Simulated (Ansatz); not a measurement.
As₂Se₃⁻, relaxed as a doublet with UKS PBE-D4/def2-SVPD in Ansatz, starting from the GFN2-xTB geometry. Force threshold 0.02 eV/Å.

Another isomer (doublet) lies 0.46 eV lower at PBE0-D4/def2-TZVPD; other spin states weren't run for this one.

Start:

```xyz
5

As   -1.232   -1.052    0.633
As    0.441    0.623    0.247
Se   -0.562   -2.908   -0.358
Se   -0.254    2.561    1.134
Se    1.607    0.776   -1.656
```

**Question.** Estimate the energy that the relaxation releases and the steps that it takes.

**Answer.** 16.4 kJ/mol, in 8 steps; 36 s on 4 threads of Arm Neoverse V2 on a shared host. No frequencies were taken in this run, so the end may be a saddle point.

**Question.** Does the start keep its bonding?

**Answer.** By distances, no bond broke or formed. The bond that changes most is As1–As2, from 2.40 to 2.46 Å (atoms count from 1).

**Question.** Predict the relaxed structure.

**Answer.** 
Cartesian coordinates in Å:
```
As -1.151 -1.141 0.814
As 0.217 0.753 0.051
Se -0.560 -2.884 -0.477
Se -0.235 2.636 1.214
Se 1.729 0.636 -1.602
```
Bond lengths: 3 × As–Se 2.24 to 2.26 Å; 1 × As–As 2.46 Å.
